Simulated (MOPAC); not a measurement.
MOPAC input (MNDO):

```
MNDO PRECISE GNORM=0.05 LET XYZ UHF MS=0.5 GEO-OK AUX(PRECISION=9) THREADS=1
F3Ge

Ge    0.22730056 1   -0.19776560 1   -0.01407944 1
F     0.78367187 1    1.44501103 1    0.01262969 1
F    -0.84716950 1   -0.33099937 1   -1.36934336 1
F    -0.74468214 1   -0.41084510 1    1.40677390 1
```

### Question
What heat of formation does the run end on?

### Answer
-195.47 kcal/mol.
